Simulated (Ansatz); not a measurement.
Sn₁₂O₂₀H₁₇³⁺, relaxed as a singlet with RKS r2SCAN-D4/def2-SVP in Ansatz, starting from the GFN1-xTB geometry. Force threshold 0.03 eV/Å.

In the def2 sets Sn takes a core potential; there is no spin–orbit coupling. Single mean-field runs in def2-SVP are fitted with def2-universal-jkfit.

Start:

Cartesian coordinates in Å:
```
Sn -1.229 -0.398 2.876
Sn -1.800 2.451 1.657
Sn 1.147 1.644 2.434
Sn -1.036 1.033 -0.794
Sn 2.958 0.755 0.063
Sn -1.095 -2.730 0.817
Sn 1.823 -1.815 1.407
Sn -3.236 -0.737 -0.183
Sn 1.087 2.981 -0.989
Sn 1.081 0.573 -3.059
Sn 1.586 -2.201 -1.648
Sn -1.336 -1.505 -2.610
O -0.440 0.808 1.360
O 0.071 -1.885 2.335
O -2.475 -1.364 1.542
O -2.798 1.179 0.321
O -0.720 2.967 -0.067
O 2.309 0.040 1.918
O 1.961 2.451 0.716
O -2.421 0.087 -1.944
O -0.184 2.010 -2.360
O 2.759 -1.181 -0.339
O 2.336 1.462 -1.688
O 0.723 -2.933 0.041
O -2.070 -2.327 -0.868
O 0.208 -0.570 -1.509
O -2.491 1.279 3.190
O 0.257 0.569 4.005
O -0.252 3.203 2.771
O 2.308 -1.082 -3.253
O -0.445 -0.379 -4.143
O 0.071 -3.005 -2.836
H -2.746 1.590 4.053
H 0.837 0.003 4.506
H -0.328 3.689 3.586
H 2.566 -1.438 -4.097
H -1.025 0.186 -4.647
H 0.196 -3.493 -3.643
H -1.856 -1.169 4.132
H -2.852 3.652 1.562
H 2.237 2.350 3.371
H 4.523 1.065 0.238
H -1.558 -4.163 1.370
H 2.838 -2.846 2.100
H -4.810 -1.002 -0.391
H 1.499 4.425 -1.567
H 1.669 1.368 -4.320
H 2.599 -3.423 -1.859
H -2.445 -2.169 -3.554
```

```
         step   energy (eV)  largest force component (eV/Å)  SCF passes
            1  -111160.8814                           3.666          23
            2  -111166.7465                           1.169          27
            3  -111167.7727                           0.824          27
            4  -111167.9902                           0.703          28
            5  -111168.1993                           0.738          28
            6  -111168.2804                           1.518          23
            7  -111168.4195                           0.509          22
            8  -111168.4250                           0.552          23
            9  -111168.4450                           0.112          23
           10  -111168.4471                           0.050          23
11 (rejected)  -111168.4471                           0.046          23
           12  -111168.4480                           0.010          24
```

Force components are those of the run's own axes.

End:

```xyz
49

Sn   -1.244   -0.510    3.187
Sn   -1.796    2.460    1.709
Sn    1.324    1.698    2.708
Sn   -1.419    1.351   -1.380
Sn    3.119    0.778    0.033
Sn   -1.145   -2.888    0.829
Sn    1.929   -1.907    1.550
Sn   -3.402   -0.722   -0.099
Sn    1.113    3.159   -0.943
Sn    1.073    0.749   -3.322
Sn    1.822   -2.488   -1.696
Sn   -1.562   -1.517   -2.830
O    -0.412    0.876    1.824
O     0.035   -1.969    2.314
O    -2.409   -1.402    1.589
O    -2.690    1.171    0.229
O    -0.744    2.844   -0.134
O     2.392    0.057    1.874
O     2.001    2.389    0.766
O    -2.800    0.041   -2.097
O    -0.125    2.341   -2.597
O     2.709   -1.233   -0.326
O     2.196    1.521   -1.676
O     0.781   -2.890    0.034
O    -2.107   -2.178   -0.872
O    -0.095   -0.278   -1.792
O    -2.551    1.186    3.220
O     0.449    0.381    4.154
O    -0.146    3.253    2.771
O     2.224   -1.041   -3.153
O    -0.582   -0.250   -4.263
O     0.062   -2.900   -2.750
H    -3.278    1.355    3.842
H     0.702    0.289    5.087
H    -0.086    4.099    3.245
H     2.876   -1.252   -3.844
H    -0.812   -0.187   -5.206
H     0.037   -3.694   -3.311
H    -1.891   -1.361    4.504
H    -2.896    3.746    1.736
H     2.509    2.421    3.682
H     4.790    1.024   -0.005
H    -1.604   -4.473    1.190
H     2.993   -2.980    2.305
H    -5.067   -0.985   -0.104
H     1.579    4.728   -1.345
H     1.854    1.381   -4.689
H     2.856   -3.776   -2.083
H    -2.562   -2.415   -3.864
```

Bonds lost: Sn4–O13, Sn11–O26 (atoms count from 1). Metal–metal contacts that move far: Sn10–Sn11 3.15 to 3.70 Å, Sn11–Sn12 3.15 to 3.70 Å.

No frequencies were taken in this run, so the end may be a saddle point.

Run time 93 s (4 threads of AMD EPYC 7R13 on a shared host and a share (37 GiB) of an NVIDIA H100 80GB HBM3), peak host memory 1.4 GiB.
